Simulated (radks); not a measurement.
Spherical jellium clusters: N electrons in a uniform positive sphere of charge N and radius rs N^(1/3), rs = 4.42 bohr. Calculated with a radial shooting solver with Libxc functionals: non-relativistic Kohn-Sham, LDA (Slater exchange, Perdew-Wang correlation), spin-polarised, spherical densities. Levels are named by radial order and angular momentum (1s, 1p, 1d, 2s, ...), and open shells are averaged over m. Each electron was tried in the lowest free levels, single moves between levels near the top were tried too, and the lowest total energy was kept; such a search can miss a lower state. Energies include the self-energy of the background; IP and EA are vertical (highest electron removed, lowest free level filled), at fixed background; spill-out counts the electrons outside the background radius R, and alpha is the static dipole polarisability from linear response (closed shells only). A dash means not computed or, for alpha, an open shell; in EA it means that no bound solution was reached, which is typical of self-interaction and does not show that the anion is unstable. Real open-shell clusters deform, which this model forbids.

N	open shells	2S	E/N (eV)	E(N+1) + E(N-1) - 2E(N) (eV)	IP (eV)	EA (eV)	-e(HOMO) (eV)	spill-out (e)	alpha/R^3
1	1s(up 1, down 0)	1	-1.297	-	-	-	2.824	0.35	-
2	none	0	-1.684	0.932	4.883	-	2.954	0.51	1.554
3	1p(up 1, down 0)	1	-1.503	-0.572	3.610	-	2.055	0.78	-
4	1p(up 2, down 0)	2	-1.555	-0.389	4.073	-	2.509	0.94	-
5	1p(up 3, down 0)	3	-1.664	0.280	4.325	-	2.797	1.05	-
6	1p(up 3, down 1)	2	-1.690	-0.317	3.927	-	2.549	1.19	-
7	1p(up 3, down 2)	1	-1.754	-0.228	4.171	1.513	2.804	1.29	-
8	none	0	-1.831	1.002	4.328	-	2.986	1.39	1.382
9	1d(up 1, down 0)	1	-1.779	-0.231	3.264	-	2.045	1.55	-
10	1d(up 2, down 0)	2	-1.760	-0.195	3.472	-	2.266	1.68	-
11	1d(up 3, down 0)	3	-1.763	-0.166	3.634	1.303	2.444	1.78	-
12	1d(up 4, down 0)	4	-1.779	-0.141	3.763	1.462	2.590	1.88	-
13	1d(up 5, down 0)	5	-1.804	0.304	3.868	1.190	2.712	1.96	-
14	1d(up 5, down 1)	4	-1.803	-0.152	3.530	1.365	2.429	2.06	-
15	1d(up 5, down 2)	3	-1.813	-0.130	3.660	1.514	2.570	2.15	-
16	1d(up 5, down 3)	2	-1.829	-0.113	3.766	1.641	2.688	2.23	-
17	1d(up 5, down 4)	1	-1.850	-0.098	3.855	1.752	2.788	2.31	-
18	none	0	-1.874	0.194	3.930	1.596	2.876	2.38	1.292
19	2s(up 1, down 0)	1	-1.886	0.196	3.713	1.456	2.680	2.53	-
20	none	0	-1.886	0.293	3.515	1.177	2.518	2.73	1.320
21	1f(up 1, down 0)	1	-1.873	-0.105	3.234	1.293	2.251	2.81	-
22	1f(up 2, down 0)	2	-1.866	-0.096	3.323	1.397	2.348	2.89	-
23	1f(up 3, down 0)	3	-1.863	-0.088	3.402	1.492	2.436	2.96	-
24	1f(up 4, down 0)	4	-1.864	-0.080	3.472	1.577	2.514	3.02	-
25	1f(up 5, down 0)	5	-1.869	-0.074	3.535	1.656	2.586	3.09	-
26	1f(up 6, down 0)	6	-1.875	-	3.592	1.728	2.651	3.14	-

All shells are closed at N = 2, 8, 18, 20 (there: 1s2 1p6 1d10 2s2); the second difference of the energy has clear peaks (12 % above both neighbours; the first and last values, which can be the largest, are not judged, and half-filled shells can peak too) at N = 5, 8, 13, 20.
